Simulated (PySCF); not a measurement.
A mixed set of molecules. Method: PySCF 2.14.0, density-fitted response routines, TDDFT CAM-B3LYP/def2-SVPD, vertical, gas phase, core orbitals frozen in the response. Geometries: GFN2-xTB; one conformer of each isolated species. Triplets are in the Tamm–Dancoff approximation.

**Question.** Rank by computed lowest singlet excitation energy, lowest first.
A. `C#C[Si@@H](F)N[SiH2]CF`
B. `FC/C=C1\C=CCO1`
C. `F[C@]12CC[C@](F)(C1)C2`
D. `P[SiH2]/N=C/CC=C`
E. `CC(=O)C#C[Si@H](N)[SiH3]`

**Answer.** E (3.99 eV), D (4.23 eV), B (5.07 eV), A (6.01 eV), C (8.56 eV).

```tsv
SMILES	S1 (eV)	gap (eV)	LUMO (eV)	f (S1)	α (au)	S1 mainly
CC(=O)C#C[Si@H](N)[SiH3]	3.99	8.33	-0.84	0.000	116.7	H→L (51%)
C=CC/C=N/[SiH2]P	4.23	8.70	0.31	0.001	110.3	H→L (85%)
FC/C=C1\C=CCO1	5.07	7.66	0.40	0.399	78.6	H→L (97%)
C#C[Si@@H](F)N[SiH2]CF	6.01	9.63	0.36	0.000	89.2	H-2→L (57%)
F[C@]12CC[C@](F)(C1)C2	8.56	11.41	1.28	0.000	64.7	H→L (92%)
```

H and L stand for HOMO and LUMO.

- `CC(=O)C#C[Si@H](N)[SiH3]`: Löwdin shares by element: HOMO oxygen 31%, nitrogen 30%, carbon 19% or more (atoms not listed hold the other 20%); LUMO carbon 55% or more, oxygen 22% (atoms not listed hold the other 23%).
- `C=CC/C=N/[SiH2]P`: Löwdin shares by element: HOMO nitrogen 50%, carbon 12% or more, silicon 10%, phosphorus 8% (atoms not listed hold the other 20%); LUMO carbon 33% or more, nitrogen 28%, silicon 8%, phosphorus 7% (atoms not listed hold the other 25%).
- `FC/C=C1\C=CCO1`: Löwdin shares by element: HOMO carbon 57% or more, oxygen 14% (atoms not listed hold the other 30%); LUMO carbon 75% or more (atoms not listed hold the other 25%).
- `C#C[Si@@H](F)N[SiH2]CF`: Löwdin shares by element: HOMO nitrogen 53%, silicon 19%, hydrogen 8% or more (atoms not listed hold the other 20%); LUMO carbon 50% or more, silicon 18% or more, nitrogen 6% (atoms not listed hold the other 26%).
- `F[C@]12CC[C@](F)(C1)C2`: Löwdin shares by element: HOMO carbon 31% or more, fluorine 23% (atoms not listed hold the other 46%); LUMO carbon 40% or more (atoms not listed hold the other 60%).

Without π bonds the low states are Rydberg-like; a valence basis with one diffuse set may place them up to an eV too high.
